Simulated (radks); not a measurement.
Computed order of ionisation of cerium. At each step one electron was removed from each of the four highest sub-shells of the ion before, moves of one valence electron (up to charge 6) and the configuration listed by NIST were tried, and the lowest configuration was kept. All-electron calculation, Dirac Kohn-Sham, relativistic LDA (MacDonald-Vosko exchange, VWN5 correlation), spin-unpolarised, spherical densities, finite nucleus; Fermi nuclear charge, rms radius of each element as measured or else 0.836 A^(1/3) + 0.57 fm. Program: a radial shooting solver on a logarithmic mesh with Libxc functionals. Sub-shells are occupied by j as written (lower j first in brackets).

species        lowest configuration found                                                   NIST configuration  margin to the next tried (eV)  IE (eV)  NIST IE (eV)       kind
Ce            [Xe] 4f(5/2: 2, 7/2: 0) 6s2  [Xe] 4f(5/2: 1, 7/2: 0) 5d(3/2: 1, 5/2: 0) 6s2 lies 0.483 eV higher                          0.483    5.803         5.539       exp.
Ce+           [Xe] 4f(5/2: 2, 7/2: 0) 6s1                                               differs (not computed)                          0.914   10.619         10.96  semi-emp.
Ce2+              [Xe] 4f(5/2: 2, 7/2: 0)                                                                 same                          1.593   21.089        20.197  semi-emp.
Ce3+              [Xe] 4f(5/2: 1, 7/2: 0)                                                                 same                          7.657   38.428         36.91  semi-emp.
Ce4+                                 [Xe]                                                                 same                         12.863   65.711          65.6  semi-emp.
Ce5+     [Kr] 4d10 5s2 5p(1/2: 2, 3/2: 3)                                                                 same                          3.496   79.092            78  semi-emp.
Ce6+     [Kr] 4d10 5s2 5p(1/2: 2, 3/2: 2)                                                                 same                          3.712   92.928            91     theory
Ce7+     [Kr] 4d10 5s2 5p(1/2: 2, 3/2: 1)                                                                 same                          3.936   107.17           106     theory
Ce8+     [Kr] 4d10 5s2 5p(1/2: 2, 3/2: 0)                                                                 same                          4.167   126.18           125     theory
Ce9+     [Kr] 4d10 5s2 5p(1/2: 1, 3/2: 0)                                                                 same                         18.740   141.58           140     theory
Ce10+                       [Kr] 4d10 5s2                                                                 same                         19.225   176.91           172     theory
Ce11+                       [Kr] 4d10 5s1                                                                 same                         93.603   193.57         192.2  semi-emp.
Ce12+                           [Kr] 4d10                                                                 same                         97.604   312.26           312     theory
Ce13+             [Kr] 4d(3/2: 4, 5/2: 5)                                                                 same                          3.703   342.63           340     theory

Reference values: NIST Atomic Spectra Database (exp. = measured, semi-emp. = semi-empirical, theory = theoretical value adopted there). Spin polarisation and multiplet splitting are left out, so open shells lie too high by an amount that depends on their filling. Tried without a valid solution: [Xe] 4f(5/2: 2, 7/2: 0) 5d(3/2: 1, 5/2: 0) 6s1; [Xe] 4f(5/2: 3, 7/2: 0) 6s1.

Beside tabulated values, note that spin-unpolarised runs miss the spin-polarisation part of the exchange energy of open shells.
